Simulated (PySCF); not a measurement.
Delta-SCF ions had no search for a lower state. 

**H5OSi2, SMILES `[O-][SiH2][SiH3]` (charge -1, multiplicity 1)**

All values below come from PBE-D3(BJ)/def2-TZVPD // CAM-B3LYP-D3(BJ)/def2-TZVPD in PySCF.

```yaml
HOMO: -0.39 eV
vertical detachment energy (Delta-SCF): 3.39 eV
total_energy: -656.9509 Ha
cost: around 60 core-seconds (rough)
```

Bonds (Å): O1–Si2 1.557, Si2–Si3 2.384, Si2–H4 1.517, Si2–H5 1.517, Si3–H6 1.501, Si3–H7 1.496, Si3–H8 1.496. Bond angles (°): O1–Si2–Si3 115.2, O1–Si2–H4 117.9, O1–Si2–H5 117.9, Si3–Si2–H4 100.7, Si3–Si2–H5 100.7, H4–Si2–H5 101.4, Si2–Si3–H6 113.9, Si2–Si3–H7 115.0, Si2–Si3–H8 115.0, H6–Si3–H7 103.8, H6–Si3–H8 103.7, H7–Si3–H8 104.0.
Charge -1, spin multiplicity 1.
